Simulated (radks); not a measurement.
Values are calculated unless marked as measured or tabulated.
How relativity changes the ionisation of the neon ion Ne+ ([He] 2s2 2p5) to Ne2+ ([He] 2s2 2p4). Spin-unpolarised spherical Kohn-Sham, LDA (Slater exchange, Perdew-Wang correlation), point nucleus unless stated (finite: rms radius 3.0055 fm), a radial shooting solver on a logarithmic mesh with Libxc functionals. A level marked "c x" has the speed of light scaled by that factor and shares open shells by 2j + 1; other Dirac levels either fill j = l - 1/2 first or share by 2j + 1.

| level | E(Ne+) (hartree) | E(Ne2+) (hartree) | IE (eV) | HOMO | <r> HOMO (bohr) |
|---|---|---|---|---|---|
| non-rel. | -127.39673 | -125.80099 | 43.422 | 2p | 0.8835 |
| scalar-rel. | -127.54224 | -125.94699 | 43.409 | 2p | 0.8833 |
| scalar-rel., finite nucleus | -127.54220 | -125.94694 | 43.409 | 2p | 0.8833 |
| Dirac, 2j+1 shares | -127.54227 | -125.94701 | 43.409 | 2p3/2 | 0.8840 |
| Dirac, low j first | -127.54373 | -125.95035 | 43.358 | 2p3/2 | 0.8841 |
| Dirac, 2j+1 shares, finite nucleus | -127.54223 | -125.94697 | 43.409 | 2p3/2 | 0.8840 |
| Dirac, c x 2 | -127.43304 | -125.83743 | 43.419 | 2p3/2 | 0.8836 |
| Dirac, c x 3 | -127.41287 | -125.81718 | 43.421 | 2p3/2 | 0.8836 |
| Dirac, c x 10 | -127.39818 | -125.80245 | 43.422 | 2p3/2 | 0.8835 |

NIST Atomic Spectra Database: 40.963 eV (measured). The relativistic part of the total energy of Ne+ is -0.1455 hartree (Dirac, 2j+1 shares, finite nucleus), 0.11 % of the non-relativistic value. Spin polarisation and multiplet splitting of open shells are left out at every level.

Beside tabulated values, note that spin-unpolarised runs miss the spin-polarisation part of the exchange energy of open shells.
